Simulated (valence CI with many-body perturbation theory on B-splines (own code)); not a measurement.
**E1 line list for Er XXXV**

Calculated by configuration interaction combined with many-body perturbation theory (CI+MBPT): six valence electrons over a frozen Dirac-Fock core [Ar] 3d10, a basis of 9 s, 9 p, 8 d, 6 f, 3 g, 1 h functions for each j, with the one-electron correlation potential Σ1 (screened to all orders), the two-electron term Σ2, the three-electron term Σ3, Breit, model QED; selected single and double excitations, second order for the rest, scaled by the run's own slope (own B-spline code, finite nucleus).

The last digits are not significant, and no measured levels were compared; by estimate large intervals hold to a few tenths of a per cent, small ones and those within an open d or f shell to about a per cent. Among the levels kept, up to 650 cm⁻¹ of a level comes from second order outside the variational space, and about a tenth of that is noise between levels of different J, which matters for small intervals.

Lines 51 to 90 of 90 in falling wavelength, among levels below 1840800 cm⁻¹, chosen from the strongest by gf and those to the six lowest levels. Wavelengths and rates use the calculated energies. Electric multipoles are in the length gauge, E1 and E2 with the static RPA response of the core. Weak lines are less certain than strong ones. Lines between different terms over intervals too small for the method are left out, as are lines whose strength nearly cancels. The highest levels of a list are the least certain.

Levels are named by their leading jj configuration (3d3/2^4 stands for four electrons in 3d with j = 3/2), which in mixed levels can hold well under half, so a name can repeat and another be missing. Letters in brackets count levels of one name in rising energy.

```tsv
λ vac (nm)	Upper	Lower	A (s⁻¹)	S (a.u.)
8.072	(4s^2 4p1/2 4p3/2^2 4d5/2) J=3 [b]	(4s^2 4p1/2 4p3/2^3) J=2	1.68e+09	3.06e-03
8.016	(4s^2 4p1/2 4p3/2^2 4d5/2) J=2 [a]	(4s^2 4p1/2 4p3/2^3) J=1	2.35e+09	2.98e-03
8.000	(4s^2 4p1/2^2 4p3/2 4d5/2) J=2	(4s^2 4p1/2^2 4p3/2^2) J=2	2.35e+11	2.97e-01
7.976	(4s^2 4p1/2 4p3/2^2 4d3/2) J=1 [c]	(4s^2 4p1/2 4p3/2^3) J=1	6.61e+10	4.97e-02
7.950	(4s^2 4p1/2^2 4p3/2 4d5/2) J=1	(4s^2 4p1/2^2 4p3/2^2) J=0	2.52e+11	1.87e-01
7.922	(4s^2 4p1/2 4p3/2^2 4d5/2) J=2 [b]	(4s^2 4p1/2 4p3/2^3) J=2	1.38e+11	1.69e-01
7.888	(4s^2 4p1/2^2 4p3/2 4d5/2) J=3	(4s^2 4p1/2^2 4p3/2^2) J=2	2.67e+11	4.53e-01
7.852	(4s^2 4p1/2 4p3/2^2 4d5/2) J=1 [b]	(4s^2 4p1/2 4p3/2^3) J=2	1.81e+10	1.30e-02
7.820	(4s^2 4p1/2 4p3/2^2 4d5/2) J=0 [b]	(4s^2 4p1/2 4p3/2^3) J=1	3.47e+11	8.20e-02
7.738	(4s^2 4p1/2 4p3/2^2 4d5/2) J=3 [c]	(4s^2 4p1/2 4p3/2^3) J=2	3.66e+11	5.85e-01
7.724	(4s^2 4p1/2 4p3/2^2 4d5/2) J=2 [b]	(4s^2 4p1/2 4p3/2^3) J=1	1.65e+11	1.88e-01
7.658	(4s^2 4p1/2 4p3/2^2 4d5/2) J=1 [b]	(4s^2 4p1/2 4p3/2^3) J=1	2.73e+11	1.81e-01
7.578	(4s^2 4p1/2^2 4p3/2 4d5/2) J=1	(4s^2 4p1/2^2 4p3/2^2) J=2	1.50e+10	9.64e-03
7.570	(4s^2 4p1/2 4p3/2^2 4d5/2) J=1 [c]	(4s^2 4p1/2 4p3/2^3) J=2	7.21e+11	4.63e-01
7.566	(4s^2 4p1/2 4p3/2^2 4d5/2) J=2 [c]	(4s^2 4p1/2 4p3/2^3) J=2	3.16e+11	3.37e-01
7.389	(4s^2 4p1/2 4p3/2^2 4d5/2) J=1 [c]	(4s^2 4p1/2 4p3/2^3) J=1	3.26e+10	1.95e-02
7.385	(4s^2 4p1/2 4p3/2^2 4d5/2) J=2 [c]	(4s^2 4p1/2 4p3/2^3) J=1	4.74e+11	4.71e-01
6.971	(4s^2 4p1/2 4p3/2^2 4d3/2) J=1 [a]	(4s^2 4p1/2^2 4p3/2^2) J=0	9.65e+09	4.84e-03
6.683	(4s^2 4p1/2 4p3/2^2 4d3/2) J=1 [a]	(4s^2 4p1/2^2 4p3/2^2) J=2	1.04e+10	4.60e-03
6.665	(4s^2 4p1/2 4p3/2^2 4d3/2) J=2 [a]	(4s^2 4p1/2^2 4p3/2^2) J=2	5.50e+09	4.02e-03
6.558	(4s^2 4p1/2 4p3/2^2 4d3/2) J=3 [a]	(4s^2 4p1/2^2 4p3/2^2) J=2	8.76e+09	8.54e-03
6.508	(4s^2 4p1/2 4p3/2^2 4d5/2) J=1 [a]	(4s^2 4p1/2^2 4p3/2^2) J=0	3.58e+09	1.46e-03
6.273	(4s^2 4p1/2 4p3/2^2 4d3/2) J=2 [b]	(4s^2 4p1/2^2 4p3/2^2) J=2	5.86e+10	3.57e-02
6.257	(4s^2 4p1/2 4p3/2^2 4d3/2) J=1 [b]	(4s^2 4p1/2^2 4p3/2^2) J=0	5.45e+09	1.98e-03
6.256	(4s^2 4p1/2 4p3/2^2 4d5/2) J=1 [a]	(4s^2 4p1/2^2 4p3/2^2) J=2	1.59e+10	5.78e-03
6.255	(4s^2 4p1/2 4p3/2^2 4d5/2) J=3 [a]	(4s^2 4p1/2^2 4p3/2^2) J=2	1.98e+10	1.67e-02
6.038	(4s^2 4p1/2 4p3/2^2 4d3/2) J=1 [c]	(4s^2 4p1/2^2 4p3/2^2) J=0	8.41e+11	2.74e-01
6.024	(4s^2 4p1/2 4p3/2^2 4d3/2) J=1 [b]	(4s^2 4p1/2^2 4p3/2^2) J=2	1.05e+12	3.41e-01
6.014	(4s^2 4p1/2 4p3/2^2 4d3/2) J=2 [c]	(4s^2 4p1/2^2 4p3/2^2) J=2	1.08e+12	5.80e-01
5.992	(4s^2 4p1/2 4p3/2^2 4d3/2) J=3 [b]	(4s^2 4p1/2^2 4p3/2^2) J=2	1.14e+12	8.50e-01
5.854	(4s^2 4p1/2 4p3/2^2 4d5/2) J=1 [b]	(4s^2 4p1/2^2 4p3/2^2) J=0	3.50e+11	1.04e-01
5.842	(4s^2 4p1/2 4p3/2^2 4d5/2) J=2 [a]	(4s^2 4p1/2^2 4p3/2^2) J=2	4.81e+09	2.37e-03
5.821	(4s^2 4p1/2 4p3/2^2 4d3/2) J=1 [c]	(4s^2 4p1/2^2 4p3/2^2) J=2	7.45e+10	2.18e-02
5.763	(4s^2 4p1/2 4p3/2^2 4d5/2) J=3 [b]	(4s^2 4p1/2^2 4p3/2^2) J=2	2.62e+08	1.73e-04
5.696	(4s^2 4p1/2 4p3/2^2 4d5/2) J=1 [c]	(4s^2 4p1/2^2 4p3/2^2) J=0	1.67e+10	4.57e-03
5.686	(4s^2 4p1/2 4p3/2^2 4d5/2) J=2 [b]	(4s^2 4p1/2^2 4p3/2^2) J=2	5.84e+10	2.65e-02
5.650	(4s^2 4p1/2 4p3/2^2 4d5/2) J=1 [b]	(4s^2 4p1/2^2 4p3/2^2) J=2	7.89e+10	2.11e-02
5.590	(4s^2 4p1/2 4p3/2^2 4d5/2) J=3 [c]	(4s^2 4p1/2^2 4p3/2^2) J=2	4.79e+10	2.89e-02
5.502	(4s^2 4p1/2 4p3/2^2 4d5/2) J=1 [c]	(4s^2 4p1/2^2 4p3/2^2) J=2	1.21e+10	2.97e-03
5.500	(4s^2 4p1/2 4p3/2^2 4d5/2) J=2 [c]	(4s^2 4p1/2^2 4p3/2^2) J=2	2.91e+10	1.19e-02
```
